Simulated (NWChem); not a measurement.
Species: SiH, doublet; SMILES [SiH]

```xyz
2

Si     0.0000     0.0000    -0.1290
H      0.0000     0.0000     1.4426
```
Atoms are numbered in this order, from 1.

All runs: NWChem. Spin-unrestricted. The state is orbitally degenerate and is run as one real component. The geometry was optimised at B3LYP/6-31G* (spherical d), spin-unrestricted. No stability test was run on the SCF state. Fermi-contact couplings, non-relativistic, static geometry.

Question: Estimate the computed values for PBE0/IGLO-III. Quantities: A(iso) 29Si atom 1 (MHz); A(iso) 1H atom 2 (MHz); <S²>.

Answer: 
| Property | Value |
|---|---|
| A(iso) 29Si atom 1 (MHz) | 3.5 |
| A(iso) 1H atom 2 (MHz) | -30.7 |
| <S²> | 0.757 |
